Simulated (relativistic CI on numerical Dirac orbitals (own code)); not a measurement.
One change at a time: Gd XVI

Base calculation: Dirac-Coulomb-Breit CI, separate exchange-only KLI orbitals for each configuration, a model potential for QED, unscaled Slater integrals.

Configurations in the expansion (outside the closed core [Kr]): 4d10.4f3, 4d10.4f2.5s, 4d10.4f.5s2, 4d10.4f.5s.5p, 4d10.4f2.5p, 4d10.4f.5p2, 4d10.4f.5s.5d, 4d10.4f2.5d, 4d9.4f4, 4d10.4f.5p.5d, 4d9.4f2.5s2, 4d10.4f.5d2, 4d10.4f2.6s, 4d10.4f2.5f, 4d10.4f2.6p, 4d9.4f3.5s. Levels of other configurations are missing.

Variants: (1) valence Slater integrals scaled by 0.9; (2) QED terms removed; (3) configuration mixing switched off. Shifts of the energy above 4d10.4f3 4I°_9/2, in cm⁻¹, for the lowest level and the first level of each name with at least 55 % of one term (blank where a level changes its place among those of its configuration and J or its character, or is not in the variant):

| Level | Base | Δ(1) | Δ(2) | Δ(3) |
| --- | --- | --- | --- | --- |
| 4d10.4f3 4I°_9/2 | 0.0 | 0.0 | 0.0 | 0.0 |
| 4d10.4f3 4I°_11/2 | 4729.4 | +68.1 | -26.1 | +2.7 |
| 4d10.4f3 4I°_13/2 | 9591.7 | +68.5 | -50.2 | +6.7 |
| 4d10.4f3 4I°_15/2 | 14490.2 | +9.5 | -72.0 | +11.3 |
| 4d10.4f3 4F°_3/2 | 24926.0 | -2267.8 | -9.7 | -2.2 |
| 4d10.4f3 2H°_9/2 | 25336.7 | -2186.3 | -15.8 | +40.4 |
| 4d10.4f3 4F°_5/2 | 27642.7 | -2168.9 | -27.3 | -6.5 |
| 4d10.4f3 4S°_3/2 | 29567.0 | -2244.6 | -33.1 | -13.8 |
| 4d10.4f3 4F°_7/2 | 29677.0 | -2238.2 | -34.6 | -1.1 |
| 4d10.4f3 4F°_9/2 | 32552.4 | -2135.3 | -52.9 | +3.5 |
| 4d10.4f3 2H°_11/2 | 33346.0 | -2146.8 | -56.8 | +45.0 |
| 4d10.4f3 2G°_7/2 | 36354.1 | -2824.2 | -37.5 | +29.2 |
| 4d10.4f3 4G°_5/2 | 37389.6 | -3419.1 | -13.9 | +53.4 |
| 4d10.4f3 2K°_13/2 | 38913.3 | -3207.0 | -33.3 | -24.2 |

At this charge transitions that keep the count of f electrons are usually good to a few per cent. Terms inside the open d or f shell come out 10 to 20 % too wide with unscaled integrals. Levels and lines within the n = 5 or 6 shells can be off by up to 10 % or somewhat more, and those that change n by about 2 %, since core polarisation is missing. Levels that differ in their count of f electrons can be misplaced by several ten thousand cm⁻¹, since the correlation energy of f electrons is missing or only estimated; rates across such gaps can be off by orders of magnitude.

Ionisation energy from one configuration of each of the two ions, the ground ones as tabulated or assumed: base 315.122 eV; valence Slater integrals scaled by 0.9 314.807 eV. The NIST ASD value (theoretical) is 319 ± 16 eV.

LS names give the leading component of a level, which can be under half, so a name can repeat, a term be missing and a line seem to break the LS rules.
